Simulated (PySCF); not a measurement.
## Functional dependence of a UV spectrum

Species: C4H9BS.
SMILES: `[BH2-]([S+](C)C)C#C`

Linear-response calculations in the def2-SVPD basis (PySCF; singlets by full response, triplets Tamm–Dancoff, core orbitals frozen in the response; HF means time-dependent Hartree–Fock). 'Strongest' is the level of largest summed f among the singlets computed (10 roots, of which the last may lack a degenerate partner); it can jump between rows when another state enters that window. S1 is the lowest singlet of each run and needn't be the same state throughout; f(S1) is that of one state. Geometry: PBE0-D3(BJ)/def2-SVP, one conformer, isolated molecule.

```json
{"functional": "LDA", "kind": "LDA", "S1 (eV)": "5.25", "f(S1)": "0.009", "strongest (eV)": "5.93", "T1 (eV)": "5.03", "HOMO (eV)": "-6.01", "gap (eV)": "5.18", "ionisation energy, ΔSCF (eV)": "9.10"}
{"functional": "PBE", "kind": "GGA", "S1 (eV)": "5.22", "f(S1)": "0.007", "strongest (eV)": "5.81", "T1 (eV)": "4.92", "HOMO (eV)": "-5.86", "gap (eV)": "5.17", "ionisation energy, ΔSCF (eV)": "8.92"}
{"functional": "B3LYP", "kind": "global hybrid, 20% exact exchange", "S1 (eV)": "5.67", "f(S1)": "0.001", "strongest (eV)": "6.29", "T1 (eV)": "5.02", "HOMO (eV)": "-6.83", "gap (eV)": "6.76", "ionisation energy, ΔSCF (eV)": "9.12"}
{"functional": "PBE0", "kind": "global hybrid, 25% exact exchange", "S1 (eV)": "5.76", "f(S1)": "0.001", "strongest (eV)": "6.51", "T1 (eV)": "4.95", "HOMO (eV)": "-7.05", "gap (eV)": "7.24", "ionisation energy, ΔSCF (eV)": "9.10"}
{"functional": "BHandHLYP", "kind": "global hybrid, 50% exact exchange", "S1 (eV)": "5.80", "f(S1)": "0.001", "strongest (eV)": "7.75", "T1 (eV)": "4.96", "HOMO (eV)": "-8.11", "gap (eV)": "8.80", "ionisation energy, ΔSCF (eV)": "9.11"}
{"functional": "CAM-B3LYP", "kind": "range-separated hybrid", "S1 (eV)": "5.81", "f(S1)": "0.001", "strongest (eV)": "7.61", "T1 (eV)": "5.05", "HOMO (eV)": "-8.39", "gap (eV)": "9.22", "ionisation energy, ΔSCF (eV)": "9.26"}
{"functional": "wB97X-D", "kind": "range-separated hybrid", "S1 (eV)": "5.87", "f(S1)": "0.001", "strongest (eV)": "7.80", "T1 (eV)": "5.15", "HOMO (eV)": "-8.91", "gap (eV)": "10.63", "ionisation energy, ΔSCF (eV)": "9.20"}
{"functional": "LC-wPBE", "kind": "range-separated hybrid", "S1 (eV)": "5.96", "f(S1)": "0.001", "strongest (eV)": "8.08", "T1 (eV)": "4.97", "HOMO (eV)": "-9.78", "gap (eV)": "11.54", "ionisation energy, ΔSCF (eV)": "9.38"}
{"functional": "HF", "kind": "Hartree–Fock", "S1 (eV)": "5.62", "f(S1)": "0.000", "strongest (eV)": "8.46", "T1 (eV)": "4.42", "HOMO (eV)": "-9.76", "gap (eV)": "11.72", "ionisation energy, ΔSCF (eV)": "not settled"}
```

S1 runs from 5.22 eV (PBE) to 5.96 eV (LC-wPBE), a spread of 0.74 eV, while the orbital gap spreads over 6.5 eV. −ε(HOMO) comes closest to its own ΔSCF ionisation energy with wB97X-D (-0.29 eV) and misses most with LDA (-3.09 eV). 'Not settled' means that the ion's SCF failed to converge or may have ended in another state than the lowest.
